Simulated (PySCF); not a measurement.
## Polarisability and C₆ of Cr⁺ (chromium, charge +1)

[Ar] 3d4 4s1, high-spin 6D determinant (an excited configuration). Calculation: PySCF 2.14, in x2c-TZVPPall with one added diffuse shell each of s, p, d, f type (7s6p5d3f1g, 80 functions); the spin-free X2C one-electron Hamiltonian (Gaussian nucleus). Coupled (time-dependent) response in atomic units; α is the mean over directions.

```csv
method,mean α (bohr³),"α xx, yy, zz",C₆ (like pair),S(−4)
UHF,44.93,"45.53, 45.53, 43.74",264.7,1843
PBE,32.65,"32.95, 32.95, 32.06",181.7,843.9
PBE0,35.09,"35.51, 35.51, 34.25",196.5,1020
```

S(−4) is the Cauchy moment in α(ω) = α(0) + S(−4) ω² + …

α(iu) at PBE:

| u (hartree) | α(iu) (bohr³) |
| --- | --- |
| 0 | 32.65 |
| 0.0500 | 30.69 |
| 0.100 | 26.16 |
| 0.200 | 17.17 |
| 0.300 | 11.64 |
| 0.500 | 6.586 |
| 0.750 | 4.150 |
| 1.00 | 3.003 |
| 1.50 | 1.894 |
| 2.00 | 1.336 |
| 3.00 | 0.7718 |
| 5.00 | 0.3497 |

A single London oscillator, α(iu) = α/(1 + u²/ω²), gives C₆ = (3/4) ω α². Matching the computed C₆ needs ω = 4 × 181.7 / (3 × 32.65²) = 0.227 hartree.

For an ion, C₆ is the dispersion term alone; charge-induced terms of lower order in 1/R come first.

The components differ because the open shell of this determinant is not spherical; for a pure term their mean is the scalar polarisability.
